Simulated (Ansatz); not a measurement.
Cartesian coordinates in Å:
```
N -1.653 -0.740 0.399
C -0.460 -0.059 0.668
O -0.065 0.917 -0.308
Si 1.487 0.458 -0.684
Se 1.123 -1.314 0.668
H -2.461 -0.136 0.487
H -1.644 -1.184 -0.510
H -0.521 0.423 1.644
H 1.686 0.197 -2.132
H 2.507 1.438 -0.233
```

Charge 0, multiplicity 1.

List the B3LYP/def2-TZVPP orbital energies in eV (Ansatz). (Estimate.)

Ansatz gave: Occupied: -12350.75, -1800.08, -1580.09, -1418.26, -1418.22, -1418.17, -520.75, -389.76, -280.13, -212.39, -156.47, -156.36, -156.20, -144.48, -99.85, -99.79, -99.75, -57.24, -57.22, -57.08, -57.00, -56.98, -28.36, -24.73, -19.54, -17.47, -14.65, -14.20, -13.13, -12.67, -11.73, -10.36, -8.88, -8.59, -8.11, -7.53, -6.62. Lowest empty: -0.86, -0.60, 0.74, 1.27, 1.45, 1.71, 2.27, 2.96.

B3LYP here is the variant with VWN-RPA as its local correlation; programs differ in this.
